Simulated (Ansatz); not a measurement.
The cluster Li₂Al₂. Total charge 0; triplet. Geometry PBE-D4/def2-TZVP, that of the charge +1 doublet; atoms count from 1.

```csv
atom,x (Å),y (Å),z (Å)
Al1,0.6337,0.6168,-1.4134
Al2,-0.4770,-1.4596,-0.6510
Li3,1.3258,-0.1977,1.3917
Li4,-1.4826,1.0404,0.6726
```

At PBE0-D4/def2-TZVP a singlet of charge 0 lies 0.17 eV below the triplet at the same geometry. Another isomer (doublet) lies 0.10 eV lower at PBE0-D4/def2-TZVP.

(1) Estimate the Mulliken populations from the PBE0/def2-TZVP orbitals of Ansatz.

(2) Where does the spin sit?

(3) And the Mayer bond orders between bonded heavy atoms (over 0.3)?

Answers

(1) 
```
atom  charge (e)  spin (α − β)
 Al1       -0.35          0.92
 Al2       -0.35          0.92
 Li3        0.35          0.08
 Li4        0.35          0.08
```
Mulliken values and Mayer orders depend strongly on the basis.

(2) Summed by element: Al 1.85, Li 0.15, of 2 unpaired in all. Largest on single atoms: Al1 0.92, Al2 0.92, Li4 0.08.

(3) Al1–Al2 1.40 (2.48 Å); Al1–Li3 0.40 (3.00 Å); Al1–Li4 0.40 (3.00 Å); Al2–Li3 0.40 (3.00 Å); Al2–Li4 0.40 (3.00 Å).
